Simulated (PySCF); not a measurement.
Exercise with solution: oscillator strength and radiative lifetime

GeH7NOSi, SMILES [SiH3][NH][GeH2][OH].

Geometry optimised at ωB97X-D3(BJ)/def2-SVP. The structure was generated by enumeration, and PubChem lists no compound with its InChIKey, so it may never have been made. One conformer was computed; it need not be the lowest.

PySCF 2.14.0 with TDDFT-PBE/def2-SVPD puts the first singlet state with f over 0.02 at 5.95 eV (vertical), with the transition dipole (0.433, -0.103, 0.107) in atomic units.

Find the oscillator strength, the wavelength and the radiative lifetime that this transition would have in vacuum if emission retraced absorption.


|μ|² = 0.2095 au, so |μ| = 1.16 D. ΔE = 5.95/27.211 = 0.2187 hartree. f = (2/3) ΔE |μ|² = 0.031 (the program prints 0.030).
λ = 1239.84/5.95 = 208 nm; ν = 47990 cm⁻¹.
Einstein's coefficient A = 0.6670 ν² f s⁻¹ (ν in cm⁻¹) = 4.7e7 s⁻¹, so τ = 1/A = 21 ns. This state is S2; the lower singlet has f = 0.019. The figure is the radiative limit of this one transition; relaxation, internal conversion, crossing to triplets and a medium change what is measured.
